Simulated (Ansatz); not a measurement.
Program: Ansatz. Geometries: PBE0-D4/def2-TZVP. ΔE: electronic, gas phase. CBS: MP2 limit from def2 TZ/QZ plus the TZ coupled-cluster correction, frozen cores. DFT in def2-TZVPP. B3LYP here is the variant with VWN-RPA as its local correlation; programs differ in this. One conformer a species, not always the lowest.

Consider the formal exchange of groups at the Si–N bond: `BN([SiH3])CC=C` + `FC1C[SiH2]1` → `F[C@H]1C[Si@H]1[SiH3]` + `BNCC=C`.

`BN([SiH3])CC=C`:

```xyz
16

B    -1.432    1.354    1.215
N    -0.821    0.476    0.318
Si   -0.918    0.719   -1.419
C    -0.031   -0.669    0.781
C     1.406   -0.559    0.385
C     2.042   -1.447   -0.364
H    -2.058    2.282    0.791
H    -1.318    1.164    2.394
H    -1.087   -0.611   -2.063
H     0.314    1.347   -1.961
H    -2.084    1.586   -1.701
H    -0.119   -0.713    1.871
H    -0.448   -1.599    0.377
H     1.928    0.326    0.743
H     3.088   -1.327   -0.625
H     1.538   -2.331   -0.743
```

`FC1C[SiH2]1`:

Z-matrix (Å, degrees):
```
C
C 1 1.522
Si 1 1.863 2 65.8
F 1 1.372 2 116.1 3 116.1
H 1 1.088 2 115.4 3 -112.1
H 2 1.085 1 117.8 3 118.2
H 2 1.087 1 113.5 3 -106.4
H 3 1.478 1 119.3 2 -107.2
H 3 1.476 1 119.0 2 100.8
```

`F[C@H]1C[Si@H]1[SiH3]`:

Z-matrix (Å, degrees):
```
C
C 1 1.511
Si 1 1.876 2 66.3
F 1 1.372 2 116.0 3 115.4
H 1 1.087 2 116.1 3 -111.9
H 2 1.085 1 117.8 3 116.2
H 2 1.087 1 114.1 3 -107.4
Si 3 2.318 1 118.4 2 101.0
H 3 1.483 1 116.0 2 -104.8
H 8 1.487 3 110.5 1 -147.5
H 8 1.486 3 110.8 1 92.1
H 8 1.485 3 107.8 1 -28.0
```

`BNCC=C`:

Cartesian coordinates in Å:
```
B 0.381 -0.539 -2.307
N 0.451 -0.649 -0.929
C 0.447 0.435 0.034
C -0.729 0.363 0.955
C -0.638 0.277 2.274
H 0.380 -1.538 -2.966
H 0.326 0.553 -2.798
H 0.482 -1.562 -0.500
H 0.424 1.369 -0.535
H 1.372 0.432 0.621
H -1.705 0.373 0.475
H 0.327 0.257 2.772
H -1.518 0.230 2.905
```

```tsv
level	ΔE (kJ/mol)
PBE0-D4	6.1
B3LYP-D4	19.0
ωB97X-V	19.0
PBE	-4.4
HF/def2-TZVPP	28.9
CCSD(T)/def2-TZVPP	22.1
HF/def2-QZVPP	30.4
CCSD/CBS(def2)	23.3
```

(1) What does CCSD(T)/CBS give? (An estimate is asked.)

Largest T1 diagnostic among the species: 0.013.

Answers

(1) The calculation gave: +22.2 kJ/mol. The listed levels differ from it by -16.1, -3.2, -3.2, -26.6, 6.7, -0.1, 8.2, 1.1 kJ/mol.

The D4 term adds +7.5 kJ/mol with B3LYP and +4.0 kJ/mol with PBE0; it sums over pairs of atoms, weighted by their polarisabilities, and B3LYP, whose exchange is more repulsive, gets the larger term. From PBE to PBE0 (25 % exact exchange), in def2-TZVPP and without D4, ΔE moves by +6.5 kJ/mol.
